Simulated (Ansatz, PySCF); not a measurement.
Process, species as SMILES: [Cl][Sb][Cl] -> [Cl][Sb][Cl] as singlet, charge -1 (an electron is taken up)
Geometries: B3LYP-D3(BJ)/def2-TZVP minima from Ansatz (a program for electronic structure).

Wanted: adiabatic electron affinity (electronic energy difference), positive where the reaction releases energy, in eV. Correlated levels leave the core frozen unless marked. UHF or UKS for open shells. No spin-orbit coupling. Frozen are the shells of the preceding noble gas and the d and f shells that filled before the atom's block. In def2 rows, elements after Kr have scalar-relativistic effective core potentials. Anions need diffuse functions: def2-D sets add few; the other sets have none. Basis-set limits of correlation are two-point, X^-3; Hartree-Fock from the larger set. [CCSD(T)-MP2]/basis is that difference in the basis named.

```json
[
 {"level": "HF-D4/def2-TZVPD", "program": "PySCF + dftd4", "adiabatic electron affinity (eV)": "___"},
 {"level": "SVWN5/def2-TZVPD", "program": "Ansatz", "adiabatic electron affinity (eV)": "1.81"},
 {"level": "BLYP-D4/def2-TZVPD", "program": "Ansatz + dftd4", "adiabatic electron affinity (eV)": "1.69"},
 {"level": "BLYP/def2-TZVPD", "program": "Ansatz", "adiabatic electron affinity (eV)": "1.68"},
 {"level": "BP86-D3(BJ)/def2-TZVPD", "program": "PySCF + dftd3", "adiabatic electron affinity (eV)": "1.82"},
 {"level": "r2SCAN-D4/def2-TZVPD", "program": "Ansatz + dftd4", "adiabatic electron affinity (eV)": "1.63"},
 {"level": "B97M-V/def2-TZVPD", "program": "Ansatz", "adiabatic electron affinity (eV)": "___"},
 {"level": "PBE0/def2-SVP", "program": "Ansatz", "adiabatic electron affinity (eV)": "___"},
 {"level": "PBE0-D4/def2-TZVP", "program": "Ansatz + dftd4", "adiabatic electron affinity (eV)": "1.61"},
 {"level": "M06-2X/def2-TZVPD", "program": "PySCF", "adiabatic electron affinity (eV)": "___"},
 {"level": "LC-wPBE/def2-TZVPD", "program": "Ansatz", "adiabatic electron affinity (eV)": "1.76"},
 {"level": "RPA@PBE/def2-TZVPP", "program": "Ansatz", "adiabatic electron affinity (eV)": "1.83"},
 {"level": "SCS-MP2/def2-TZVPP", "program": "Ansatz", "adiabatic electron affinity (eV)": "1.57"},
 {"level": "CCSD/def2-SVPD", "program": "Ansatz", "adiabatic electron affinity (eV)": "1.72"},
 {"level": "RI-MP2/CBS(def2-TZVPPD,def2-QZVPPD)+[CCSD(T)-MP2]/def2-TZVPPD", "program": "Ansatz", "adiabatic electron affinity (eV)": "1.88"}
]
```

### Question
What belongs in the gaps?

### Answer

- HF-D4/def2-TZVPD, adiabatic electron affinity (eV): 1.02
- B97M-V/def2-TZVPD, adiabatic electron affinity (eV): 1.66
- PBE0/def2-SVP, adiabatic electron affinity (eV): 1.43
- M06-2X/def2-TZVPD, adiabatic electron affinity (eV): 1.67
